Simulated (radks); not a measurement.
Values are calculated unless marked as measured or tabulated.
Ta XXXI, configuration [Kr] 4d7 (the NIST ground configuration).

Code: a radial shooting solver on a logarithmic mesh with Libxc functionals. Model: Dirac Kohn-Sham, PBE, spin-unpolarised, spherical densities, point nucleus; open shells are shared between the two j in proportion to 2j + 1.

Energy parts (hartree):
| part | energy |
|---|---|
| total | -15171.1993 |
| kinetic | 17094.6469 |
| electron-nucleus | -36021.0963 |
| Hartree | 4028.4015 |
| exchange-correlation | -273.1514 |

Orbitals (lengths in bohr, moments of r in powers of bohr; r(max) is where P^2 peaks; r(90%) holds 90 % of the orbital's charge):
orbital	occ.	eigenvalue (hartree)	<1/r>	<r^2>	r(max)	r(90%)	small-component weight
1s1/2	2	-2513.036	85.48	0.0004786	0.01167	0.0340	7.56e-02
2s1/2	2	-465.3209	20.75	0.007317	0.06704	0.122	1.71e-02
2p1/2	2	-446.4156	20.71	0.005235	0.04994	0.108	1.72e-02
2p3/2	4	-399.7603	17.49	0.006439	0.05667	0.118	1.55e-02
3s1/2	2	-137.7503	7.658	0.04733	0.1885	0.298	5.67e-03
3p1/2	2	-129.4372	7.569	0.04345	0.1767	0.290	5.61e-03
3p3/2	4	-119.2664	6.745	0.04982	0.1903	0.310	5.15e-03
3d3/2	4	-105.3442	6.626	0.03862	0.1493	0.282	5.02e-03
3d5/2	6	-103.1293	6.431	0.04036	0.1531	0.288	4.89e-03
4s1/2	2	-56.43665	3.488	0.2048	0.4135	0.606	2.20e-03
4p1/2	2	-52.92021	3.406	0.2056	0.4108	0.611	2.13e-03
4p3/2	4	-50.02367	3.135	0.2283	0.4346	0.643	1.99e-03
4d3/2	2.8	-44.27031	3.000	0.2253	0.4219	0.649	1.85e-03
4d5/2	4.2	-43.66752	2.937	0.2319	0.4287	0.658	1.82e-03

The highest occupied level is 4d5/2 at -1188.3 eV. Summed over all electrons, <r^2> = 4.168 bohr^2, which gives a Langevin (diamagnetic) susceptibility term of -3.3 x 10^-6 cm^3/mol. For comparison, the ionisation energy in NIST's Atomic Spectra Database is 1211 eV (theoretical). In exact Kohn-Sham theory the highest level is minus the ionisation energy, but local and semilocal functionals leave it too shallow, through self-interaction and a potential that decays too fast; potentials with the right tail come closer.

Beside tabulated values, note that spin-unpolarised runs miss the spin-polarisation part of the exchange energy of open shells.
